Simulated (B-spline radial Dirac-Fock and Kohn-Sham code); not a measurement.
# Tb 3d5/2: cross section and angular parameters

System: the Tb atom in the configuration [Xe] 4f9 6s2; threshold 1241.1 eV (tabulated edge). Level of theory: Dirac-Hartree-Slater photoionisation with a Latter tail; cross sections with all multipoles, angular parameters from the dipole term and its interference with E2; a B-spline atomic structure program.

For linearly polarised light dσ/dΩ = σ/(4π) [1 + β P₂(cos θ) + (δ + γ cos²θ) sin θ cos φ], with θ from the polarisation vector and φ the angle between the beam and the projection of the electron momentum on the plane normal to the polarisation.

```csv
hν (eV),σ (kb),β,γ,δ
1253.6,574,1.117,0.023,-0.001
1270,909,0.670,0.000,-0.001
1486.9,673,0.629,-0.129,-0.009
1680,494,0.858,-0.158,0.003
1950,335,1.035,-0.109,0.023
2000,314,1.056,-0.095,0.026
2260,224,1.137,-0.009,0.039
2420,185,1.168,0.048,0.046
2900,110,1.215,0.219,0.062
3740,50.8,1.220,0.488,0.086
3780,49.1,1.220,0.500,0.087
8047.8,?,?,?,?
9251.7,2.48,0.970,1.472,0.227
11000,1.33,0.902,1.640,0.271
15000,0.424,0.776,1.918,0.367
```

Q: Give the values at Cu Kα (8047.8 eV).

A: σ = 4.05 kb, β = 1.023, γ = 1.328, δ = 0.196.

Values without a named source are computed, but for edge energies of neutral atoms, which are taken from tables.
